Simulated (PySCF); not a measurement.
**Correlation energy of Sr (strontium, neutral)**

Starting occupation: [Kr] 5p2, 5p3/2 with m_j = +1/2, +3/2. Computed with PySCF 2.14 in x2c-SVPall-2c with one added diffuse shell each of s, d type (7s7p7d1f, 70 functions), with X2C-1e with screened-nucleus spin-orbit coupling, Gaussian nucleus. Frozen: [Ar] 3d10; 10 electrons correlated; the 6 highest virtual spinors left out.

MP2 pair energies summed by pair of shells (mhartree):

```
 pair   energy  share (%)
4p-4p  -111.74       72.6
4p-4s   -16.74       10.9
4p-5p   -16.02       10.4
4s-4s    -5.00        3.2
5p-5p    -4.22        2.7
4s-5p    -0.26        0.2
```

Total MP2 correlation energy: -153.97 mhartree.

The GHF reference relaxed away from the jj start to a determinant that is no pure jj level (⟨S²⟩ = 2.00, ⟨J²⟩ = 6.00); the energies belong to that determinant.

This basis was not built for core-valence correlation, so the inner-shell part is incomplete.
